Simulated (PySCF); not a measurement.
GeH3O3, SMILES [OH][Ge]([OH])[OH], multiplicity 2. Geometry optimised at B3LYP-D3(BJ)/def2-SVP. The isomer is the one that the SMILES or the coordinates give; other isomers of the formula were not compared. The values are those of a single conformer.

Computed with PySCF with B3LYP-D3(BJ)/def2-SVP.

Harmonic wavenumbers (cm⁻¹): 102, 102, 155, 251, 251, 263, 648, 678, 678, 850, 865, 865, 3816, 3817, 3819. Rotational constants (GHz): 5.771, 5.771, 3.434; symmetry number 3.

Work out the zero-point energy and the ideal-gas rigid-rotor harmonic-oscillator thermochemistry at 298.15 K and 1 atm.

ZPE = ½ Σ hcν = ½ × 17161 cm⁻¹ = 102.65 kJ/mol. H − E(el) = 123.33 kJ/mol. Entropy in J/(mol K): translation 168.83, rotation 97.32, vibration 67.14, spin 5.76, total 339.05. G − E(el) = 22.24 kJ/mol. Cp = 97.69 J/(mol K). Modes under 150 cm⁻¹ make the vibrational entropy uncertain.
